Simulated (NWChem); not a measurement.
Molecule: SiCl$_{3}$, doublet; SMILES Cl[Si](Cl)Cl

All runs: NWChem. Pople sets run with spherical d functions. Spin-unrestricted. In the optimisation the excess spin sits in a (C3, its own frame). All runs use the structure optimised with PBE0/def2-SVP, spin-unrestricted. No stability test was run on the SCF state. Level B3LYP/6-31G*: single points from the atomic guess with DIIS by default; each run changes one setting, and all converged runs end within 0.3 mHa of each other. NWChem's automatic level shift, which a small gap switches on, acted in some of these runs.

| setting | SCF iterations |
|---|---|
| defaults | 7 |
| core-Hamiltonian guess | 19 |
| no level shifting | 7 |
| level shift of 0.5 Ha throughout | 15 |
| 70 % damping for 30 cycles | 30 |
| no DIIS, 40 % damping | 15 |
